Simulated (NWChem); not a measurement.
# SiH2SOCl2; SMILES O[Si](S)(Cl)Cl

```xyz
7

O      0.1723     0.1095    -1.9570
Si     0.1058     0.0589    -0.3169
S      0.2654     2.0214     0.4402
Cl    -1.6405    -0.8916     0.2242
Cl     1.6600    -1.0024     0.4934
H     -0.1287    -0.6713    -2.4347
H     -0.7203     2.4876    -0.3602
```
Atoms are numbered in this order, from 1.

Computed with NWChem. Pople sets run with spherical d functions. Geometry: optimised at PBE0/def2-SVP. Vzz is the largest principal value of the second derivative of the potential at the nucleus (NWChem prints the opposite sign); η is the asymmetry. Non-relativistic.

| level | Vzz O1 (a.u.) | η O1 | Vzz S3 (a.u.) | η S3 | Vzz Cl4 (a.u.) | η Cl4 | Vzz Cl5 (a.u.) | η Cl5 | relative time |
|---|---|---|---|---|---|---|---|---|---|
| Hartree-Fock/6-31G* | 1.411 | 0.61 | -2.085 | 0.74 | 2.072 | 0.03 | 2.102 | 0.06 | 1 |
| Hartree-Fock/def2-TZVP | 1.450 | 0.57 | -2.242 | 0.82 | 2.181 | 0.03 | 2.186 | 0.06 | 2 |
| CAM-B3LYP/def2-TZVP | 1.379 | 0.57 | -2.253 | 0.74 | 2.191 | 0.03 | 2.206 | 0.07 | 20 |
| CAM-B3LYP/def2-SVP | 1.416 | 0.56 | -2.104 | 0.71 | 2.035 | 0.03 | 2.069 | 0.06 | 3 |

Relative times are rough (shared machine, one core).
